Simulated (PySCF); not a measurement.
difluoromethyl(methyl)silane (C₂H₆F₂Si), SMILES C[SiH2]C(F)F. Heavy atoms are numbered as in [CH3:1][SiH2:2][CH:3]([F:4])[F:5]. Hydrogens are named by the atom that carries them.

The structure is a stationary point at B3LYP-D3(BJ)/def2-SVP. The values are those of a single conformer.

Computed with PySCF with PBE/pcSseg-1.

GIAO shieldings, no solvent; atoms alike by connectivity are averaged. δ = σ(ref) − σ: ¹³C against TMS (σ = 182.0 ppm); ²⁹Si against TMS (σ = 335.4 ppm); ¹⁹F against CFCl3 (σ = 133.6 ppm); ¹H against TMS (σ = 31.49 ppm), references at their B3LYP-D3(BJ)/def2-TZVP geometries, non-relativistic.

```
atoms       nucleus  count  δ (ppm)
----------  -------  -----  -------
C3 (CH)         ¹³C      1      ___
C1 (CH3)        ¹³C      1    -11.5
Si2 (SiH2)     ²⁹Si      1    -45.7
F4              ¹⁹F      2      ___
H on C3          ¹H      1     6.90
H on Si2         ¹H      2      ___
H on C1          ¹H      3     0.70
```

Problem. Complete the blanks. (The exact figures need the calculation; the answer reports its results.)

Solution. 
- H on Si2, δ (ppm): 4.39
- F4, δ (ppm): -166.4
- C3 (CH), δ (ppm): 133.2
